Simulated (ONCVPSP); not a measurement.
## Ne: excitation energies, all-electron against ONCV

* Element: Ne
* Generator: ONCVPSP 4.0.1
* Type: optimised norm-conserving Vanderbilt (ONCV)
* Functional: PBE
* Relativity: scalar-relativistic
* Frozen core: [He]
* Valence charge: 8
* Reference configuration: 2s2 2p4 (charge +2)
* Partial waves: 2s: rc 0.55 bohr, ncon 4, nbas 7, qcut 13.8 1/bohr, 2 projectors, debl 3.9 Ha; 2p: rc 0.75 bohr, ncon 4, nbas 7, qcut 9 1/bohr, 2 projectors, debl 3 Ha
* Local potential: polynomial inside 0.45 bohr (lpopt 5, dvloc0 3 Ha)
* Core correction: Teter function, fcfact 4, rcfact 1.15

Energies are relative to the spin-unpolarised reference configuration 2s2 2p4; without spin polarisation the order of configurations can differ from experiment.

Problem. Give the all-electron excitation energy and the error of the potential for: 2s2 2p6; 2s2 2p5; 2s2 2p3; 2s2 2p2.

Solution.

| valence configuration | charge | ΔE all-electron (eV) | error AE − PS (meV) |
| --- | --- | --- | --- |
| 2s2 2p6 | 0 | -65.743 | +49 |
| 2s2 2p5 | +1 | -43.268 | +23 |
| 2s2 2p3 | +3 | 67.430 | +45 |
| 2s2 2p2 | +4 | 162.059 | +294 |
